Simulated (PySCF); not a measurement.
## Basis and Hamiltonian dependence of the excitation energy of Se

Se [Ar] 3d10 4s2 4p4 (3P) → Se [Ar] 3d10 4s1 4p5 (3P). All values are computed (PySCF 2.14, energy differences of UHF-based or UKS calculations, no spin-orbit coupling). Values in eV.

| basis | Hamiltonian | functions | UHF | PBE | PBE0 | MP2 (valence) | CCSD(T) (valence) | CCSD(T) (valence and next inner shell) |
| --- | --- | --- | --- | --- | --- | --- | --- | --- |
| aug-cc-pVDZ-DK | spin-free X2C | 36 | 11.753 | 10.755 | 11.039 | 10.805 | 9.320 | n/a |
| ANO-RCC-VTZP | spin-free X2C | 43 | 11.737 | 10.741 | 11.022 | 10.863 | 9.582 | 9.659 |
| aug-cc-pwCVDZ-PP with ECP10MDF | ECP | 48 | 11.730 | 10.738 | 11.017 | 10.780 | n/a | 9.456 |
| x2c-TZVPPall | spin-free X2C | 48 | 11.745 | 10.711 | 11.001 | 10.864 | 9.639 | 9.733 |
| aug-cc-pVTZ-PP with ECP10MDF | ECP | 55 | 11.735 | 10.745 | 11.023 | 10.854 | 9.102 | n/a |
| x2c-TZVPPall with one added diffuse shell each of s, p, d type | spin-free X2C | 57 | 11.729 | 10.716 | 11.002 | 10.860 | 9.128 | 9.236 |
| def2-TZVPPD | non-relativistic | 57 | 11.170 | 10.110 | 10.408 | 10.309 | 8.813 | 8.907 |
| aug-cc-pVTZ-DK | spin-free X2C | 59 | 11.735 | 10.735 | 11.018 | 10.860 | 9.122 | n/a |
| aug-cc-pVTZ-PP with one added diffuse shell each of s, d, f type with ECP10MDF | ECP | 68 | 11.736 | 10.745 | 11.023 | 10.855 | 8.844 | n/a |
| aug-cc-pVQZ-PP with ECP10MDF | ECP | 89 | 11.734 | 10.745 | 11.022 | 10.840 | 9.031 | n/a |
| aug-cc-pVQZ-DK | spin-free X2C | 93 | 11.733 | 10.734 | 11.016 | 10.846 | 9.054 | n/a |
| x2c-QZVPPall | spin-free X2C | 97 | 11.738 | 10.735 | 11.018 | 10.868 | 9.727 | n/a |
| def2-QZVPPD | non-relativistic | 98 | 11.178 | 10.122 | 10.420 | 10.309 | 8.838 | n/a |
| cc-pV5Z-PP with ECP10MDF | ECP | 100 | 11.734 | n/a | n/a | 10.844 | 9.380 | n/a |

Frozen in the all-electron rows: valence: [Ar] 3d10; valence and next inner shell: [Ne]; with a core potential, the same shells as far as they lie outside it.

Non-relativistic rows lack the scalar-relativistic shift. The upper state lies above the first ionisation limit, where it may autoionise and the basis confines it.
